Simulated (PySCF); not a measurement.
The dipole of `CC#C/C(=C\[SiH2]OC)[SiH2]Cl` from its density and from atomic charges.

Coordinates (GFN2-xTB, Å) and charges (e) from the PBE0/pcSseg-1 density (PySCF):

| atom | x | y | z | Mulliken | IAO | Hirshfeld | ESP-fitted |
| --- | --- | --- | --- | --- | --- | --- | --- |
| C1 | -1.704 | 2.697 | -0.664 | -0.1926 | -0.4352 | -0.0934 | -0.5950 |
| C2 | -1.462 | 1.318 | -0.307 | -0.2696 | -0.0256 | -0.0263 | +0.3552 |
| C3 | -1.238 | 0.170 | -0.020 | +0.1350 | -0.0825 | -0.0633 | -0.5236 |
| C4 | -1.015 | -1.179 | 0.328 | -0.5364 | -0.2571 | -0.0777 | +0.2627 |
| C5 | 0.161 | -1.770 | 0.060 | -0.3254 | -0.4078 | -0.1271 | -0.4853 |
| Si6 | 1.597 | -0.931 | -0.807 | +0.8888 | +1.0077 | +0.3860 | +0.7485 |
| O7 | 2.162 | 0.089 | 0.324 | -0.6315 | -0.6366 | -0.2283 | -0.3455 |
| C8 | 3.191 | 1.020 | 0.203 | -0.0033 | -0.1950 | -0.0325 | -0.2221 |
| Si9 | -2.467 | -2.040 | 1.186 | +0.7688 | +0.8166 | +0.3458 | +0.2535 |
| Cl10 | -2.011 | -3.990 | 1.458 | -0.3248 | -0.3119 | -0.1101 | -0.1773 |
| H11 | -2.247 | 2.746 | -1.609 | +0.1518 | +0.1750 | +0.0632 | +0.1852 |
| H12 | -2.298 | 3.187 | 0.107 | +0.1509 | +0.1741 | +0.0625 | +0.1856 |
| H13 | -0.758 | 3.228 | -0.773 | +0.1504 | +0.1733 | +0.0625 | +0.1960 |
| H14 | 0.276 | -2.811 | 0.332 | +0.1276 | +0.1558 | +0.0304 | +0.1797 |
| H15 | 1.174 | -0.206 | -2.012 | -0.1274 | -0.1578 | -0.0898 | -0.1501 |
| H16 | 2.623 | -1.911 | -1.188 | -0.1335 | -0.1597 | -0.0893 | -0.1596 |
| H17 | 4.126 | 0.536 | -0.090 | +0.0948 | +0.1265 | +0.0404 | +0.1059 |
| H18 | 2.944 | 1.776 | -0.546 | +0.0935 | +0.1265 | +0.0394 | +0.1073 |
| H19 | 3.325 | 1.504 | 1.171 | +0.1184 | +0.1541 | +0.0495 | +0.1313 |
| H20 | -2.721 | -1.446 | 2.498 | -0.0656 | -0.1199 | -0.0703 | -0.0239 |
| H21 | -3.665 | -1.970 | 0.349 | -0.0700 | -0.1206 | -0.0717 | -0.0287 |

Q: Compute μ = Σ q r for each scheme (1 e·Å = 4.803 D) and compare with the dipole of the full density.

A: The full density gives (0.42, 3.10, -1.04) D, 3.29 D in size; dipole vectors point from the negative to the positive end.

```csv
scheme,μx,μy,μz,size (D),share of the full size (%),angle to the full dipole (°)
Mulliken,0.37,5.43,-2.25,5.89,179,5
IAO,-0.05,2.97,-2.09,3.63,110,18
Hirshfeld,-0.20,2.05,-0.57,2.14,65,13
ESP-fitted,0.44,3.17,-1.09,3.38,103,1
```

Q: Which set comes closest?

A: Length of the difference vector: ESP-fitted 0.09 D, IAO 1.16 D, Hirshfeld 1.30 D, Mulliken 2.63 D. Closest: ESP-fitted. ESP charges are fitted to the potential around the molecule, whose slowest-falling term is the dipole's. The schemes that divide the density aren't constrained to reproduce the dipole.

Q: What is left for the Hirshfeld atoms' own dipoles?

A: The Hirshfeld atoms' densities add up to the full density, so μ = Σ q r + Σ (atomic dipoles). The atomic dipoles sum to (0.42, 3.10, -1.04) − (-0.20, 2.05, -0.57) = (0.62, 1.05, -0.47) D, 1.30 D in size.

Q: With the origin at the mean of the coordinates, (0.000, 0.001, 0.000) Å, which are the largest single terms, by size, of the Mulliken dipole along the direction of the full one?

A: Si9 -9.61, Cl10 +6.97, C4 +3.46, C5 +2.60, C1 -2.34 D; all 21 atoms together +5.87 D. The single terms depend on the origin, their sum doesn't.

Q: Give the size of the full dipole in other units.

A: 3.29 D = 1.295 au = 0.686 e·Å = 10.98 × 10⁻³⁰ C·m.

The structure is a single GFN2-xTB conformer in the gas phase; no vibrational or solvent corrections.

Conformer computed: `[CH3:1][C:2]#[C:3]/[C:4](=[CH:5]\[SiH2:6][O:7][CH3:8])[SiH2:9][Cl:10]`: C4–C5–Si6–O7 73°, C5–Si6–O7–C8 -176°, C3–C4–Si9–Cl10 175°.
